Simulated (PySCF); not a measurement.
C₃H₈OSe. Atoms are numbered in the order given.

```xyz
13

Se     0.2581     0.4240     0.8030
C     -0.9645    -0.6092    -0.3335
C     -0.3354    -1.9386    -0.7149
C     -1.4056     0.2020    -1.5397
H     -1.8204    -0.7705     0.3469
H     -1.0117    -2.5139    -1.3686
H      0.6049    -1.7660    -1.2605
H     -0.1064    -2.5463     0.1718
H     -1.9035     1.1362    -1.2428
H     -2.1018    -0.3801    -2.1660
H     -0.5350     0.4562    -2.1650
O      1.6082     0.5783    -0.4036
H      1.4645     1.4161    -0.8611
```

Coordinates come from a PBE0-D3(BJ)/def2-SVP optimisation. The values are those of a single conformer.

All values below come from PBE0/pcSseg-1 run with PySCF.

GIAO shieldings, no solvent; atoms listed in one row are averaged. δ = σ(ref) − σ: ⁷⁷Se against Me2Se (σ = 1740.1 ppm); ¹³C against TMS (σ = 186.3 ppm); ¹H against TMS (σ = 31.56 ppm); ¹⁷O against H2O (σ = 334.2 ppm), references at their B3LYP-D3(BJ)/def2-TZVP geometries, non-relativistic.

Computed chemical shifts:
```
nucleus         atoms  count  δ (ppm)
-------  ------------  -----  -------
⁷⁷Se              Se1      1   1379.3
¹³C                C2      1     51.4
¹³C            C3, C4      2     25.5
¹H                 H5      1     2.76
¹H         H6, H7, H8      3     1.98
¹H       H9, H10, H11      3     1.82
¹H                H13      1     1.61
¹⁷O               O12      1    -54.6
```
